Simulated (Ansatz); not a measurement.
`N[SiH2][TeH]` + acetylene → `C#C[TeH]` + `N[SiH3]`  (formal exchange of groups at a Te–Si bond)

Gas-phase electronic energies from Ansatz, PBE0-D4/def2-TZVP geometries. CCSD(T)/CBS is the MP2 limit (def2-TZVPP, def2-QZVPP) plus CCSD(T) − MP2 in def2-TZVPP, frozen cores. This one scheme is used for every species. DFT in def2-TZVPP. def2 core potentials past Kr. For Te outer-core shells are correlated without core-valence functions, which leaves a few kJ/mol of doubt a bond. One conformer a species, not always the lowest.

```csv
level,ΔE (kJ/mol)
PBE-D4,95.4
PBE-QIDH,95.0
```

(1) What does CCSD(T)/CBS give? (Best estimate.)

Largest T1 diagnostic among the species: 0.013.

Results:

(1) The calculation gave: +94.3 kJ/mol. The listed levels differ from it by 1.1, 0.7 kJ/mol.

From BLYP to BHLYP (50 % exact exchange), in def2-TZVPP and without D4, ΔE moves by +5.4 kJ/mol. The D4 term adds +3.6 kJ/mol with B3LYP and +2.2 kJ/mol with PBE0; it sums over pairs of atoms, weighted by their polarisabilities, and B3LYP, whose exchange is more repulsive, gets the larger term.

B3LYP here is the variant with VWN-RPA as its local correlation; programs differ in this.
